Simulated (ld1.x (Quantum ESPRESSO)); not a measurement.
**An all-electron radial function and its pseudo partner (cerium (Ce))**

Columns: radius, all-electron u(r) and pseudo u(r) of the 4f shell (level -18.18 eV) of cerium in the configuration [Kr] 4d10 4f1 5s2 5p6 5d1 6s0 6p0; PBE, scalar-relativistic, TM semilocal scheme, ld1.x (Quantum ESPRESSO) 7.5.

| r (bohr) | all-electron | pseudo |
| --- | --- | --- |
| 0.180 | 0.1863 | 0.0760 |
| 0.360 | 0.6263 | 0.5705 |
| 0.540 | 0.8930 | 0.9391 |
| 0.720 | 0.9563 | 0.9627 |
| 0.900 | 0.9077 | 0.9077 |
| 1.080 | 0.8164 | 0.8164 |
| 1.260 | 0.7163 | 0.7163 |
| 1.440 | 0.6205 | 0.6205 |
| 1.620 | 0.5330 | 0.5330 |
| 1.800 | 0.4554 | 0.4554 |
| 1.980 | 0.3877 | 0.3877 |
| 2.160 | 0.3293 | 0.3293 |
| 2.340 | 0.2793 | 0.2793 |
| 2.520 | 0.2368 | 0.2368 |
| 2.700 | 0.2006 | 0.2006 |
| 2.880 | 0.1700 | 0.1700 |
| 3.060 | 0.1441 | 0.1441 |
| 3.240 | 0.1222 | 0.1222 |
| 3.420 | 0.1036 | 0.1036 |
| 3.600 | 0.0878 | 0.0878 |
| 3.780 | 0.0744 | 0.0744 |
| 3.960 | 0.0630 | 0.0630 |
| 4.140 | 0.0534 | 0.0534 |
| 4.320 | 0.0452 | 0.0452 |
| 4.500 | 0.0382 | 0.0382 |
| 4.680 | 0.0323 | 0.0323 |

**Question.** How many radial nodes do the two functions have?

**Answer.** The all-electron 4f function has n − l − 1 = 0; the pseudo-wave has 0.

**Question.** At about which radius was the pseudo-wave matched?

**Answer.** 0.90 bohr, where the columns begin to agree (steps of 0.18 bohr).

**Question.** Is the pseudo-wave norm-conserving?

**Answer.** Yes: the TM semilocal scheme keeps the norm inside the radius equal to the all-electron one, which fixes the energy derivative of the logarithmic derivative at the level.
